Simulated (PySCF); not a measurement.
Ligand exchange on a metal centre used in film growth or etching (Ti F-OH). All species are isolated molecules in the gas phase. One relaxed conformer stands for each flexible species; it need not be the lowest.

Method: TPSSh-D3(BJ)/def2-TZVP // BP86-D3(BJ)/def2-SVP run with PySCF 2.14.0. 

```
species                                 HOMO (eV)  coordination number  LUMO (eV)  charge on the central atom (meta-Löwdin) (e)
--------------------------------------  ---------  -------------------  ---------  --------------------------------------------
0 of 4 F replaced by OH ([Ti(F)4])         -11.38                    4      -3.73                                          1.66
1 of 4 F replaced by OH                     -9.62                    4      -2.99                                          1.59
2 of 4 F replaced by OH                     -9.05                    4      -2.52                                          1.54
3 of 4 F replaced by OH ([Ti(F)(OH)3])      -8.64                    4      -2.16                                          1.50
4 of 4 F replaced by OH ([Ti(OH)4])         -8.07                    4      -1.81                                          1.46
```
